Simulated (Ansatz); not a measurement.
# A reaction path, image by image

GeH₄S₂, closed shell, from GeH₄S₂ ([SH][GeH2][SH]) to GeH₄S₂ ([S][GeH2][SH2]); PBE0-D4/def2-SVP (Ansatz 0.2.0). Settings:

```yaml
hamiltonian: {xc: pbe0, dispersion: d4}
neb:
  images: 5
  climbing: true
  max_iterations: 40
  initial_path: idpp
```

First end:

```json
{"atom": "Ge1", "x (Å)": "-0.5199", "y (Å)": "-0.0835", "z (Å)": "0.3898"}
{"atom": "S2", "x (Å)": "1.5211", "y (Å)": "-0.8113", "z (Å)": "0.8686"}
{"atom": "S3", "x (Å)": "-0.5875", "y (Å)": "0.9598", "z (Å)": "-1.5678"}
{"atom": "H4", "x (Å)": "0.3540", "y (Å)": "1.8569", "z (Å)": "-1.2307"}
{"atom": "H5", "x (Å)": "-0.8746", "y (Å)": "0.8533", "z (Å)": "1.5519"}
{"atom": "H6", "x (Å)": "-1.5216", "y (Å)": "-1.2367", "z (Å)": "0.2440"}
{"atom": "H7", "x (Å)": "1.6284", "y (Å)": "-1.5384", "z (Å)": "-0.2559"}
```

Second end:

| atom | x (Å) | y (Å) | z (Å) |
| --- | --- | --- | --- |
| Ge1 | -1.1006 | -0.0556 | 0.1433 |
| S2 | 1.5683 | -0.1304 | 0.4855 |
| S3 | -1.3247 | 0.5299 | -1.8047 |
| H4 | 1.6463 | 1.0658 | -0.1240 |
| H5 | -1.2405 | 0.8910 | 1.3563 |
| H6 | -1.2150 | -1.5175 | 0.6295 |
| H7 | 1.6662 | -0.7832 | -0.6861 |

The ends were relaxed with PBE0-D4 in triple zeta, so they are not quite minima here (largest force components 0.19 and 0.25 eV/Å).

Energies along the converged band: It took 10 iterations. Path lengths are measured after rigid turns and shifts between images are taken out.
| image | path length (Å) | energy (kJ/mol) |
| --- | --- | --- |
| 0 | 0.00 | 0.0 |
| 1 | 0.52 | 1.9 |
| 2 | 1.04 | 11.6 |
| 3 | 1.57 | 65.5 |
| 4 (climbing) | 2.09 | 148.7 |
| 5 | 2.87 | 130.0 |
| 6 | 3.66 | 129.0 |
Energies count from the first end.

The images between the ends:
Image 1:
```xyz
7
angstrom
Ge -0.5871 -0.0801 0.4231
S 1.5235 -0.6475 0.8365
S -0.6541 1.0258 -1.5090
H 0.5772 1.5454 -1.3063
H -1.0071 0.7771 1.6276
H -1.5058 -1.3017 0.2570
H 1.6535 -1.3190 -0.3290
```

Image 2:
```xyz
7
angstrom
Ge -0.6483 -0.0526 0.4307
S 1.5406 -0.3923 0.7421
S -0.6541 1.1074 -1.4699
H 0.6864 1.1660 -1.2886
H -1.1530 0.7512 1.6387
H -1.3970 -1.3879 0.2923
H 1.6254 -1.1917 -0.3455
```

Image 3:
```xyz
7
angstrom
Ge -0.7596 -0.0183 0.3798
S 1.5566 -0.1052 0.5314
S -0.6448 1.0499 -1.5288
H 0.7177 0.8928 -1.0391
H -1.2195 0.7702 1.6145
H -1.2936 -1.4576 0.3879
H 1.6433 -1.1319 -0.3457
```

Image 4:
```xyz
7
angstrom
Ge -0.9269 0.0096 0.2812
S 1.5768 0.0865 0.3810
S -0.8544 0.9549 -1.6012
H 0.9535 0.7541 -0.7955
H -1.2516 0.7647 1.5869
H -1.2029 -1.5001 0.4556
H 1.7055 -1.0696 -0.3080
```

Image 5:
```xyz
7
angstrom
Ge -1.1238 -0.0095 0.1885
S 1.6411 0.0526 0.4591
S -1.2808 0.8045 -1.6852
H 1.4750 0.9065 -0.5799
H -1.3086 0.7815 1.5026
H -1.1738 -1.5273 0.4824
H 1.7710 -1.0082 -0.3676
```

The band counts as converged below 0.05 eV/Å. Hardware: 4 CPU threads of an Arm Neoverse V1, shared host. Wall time about 88 s.
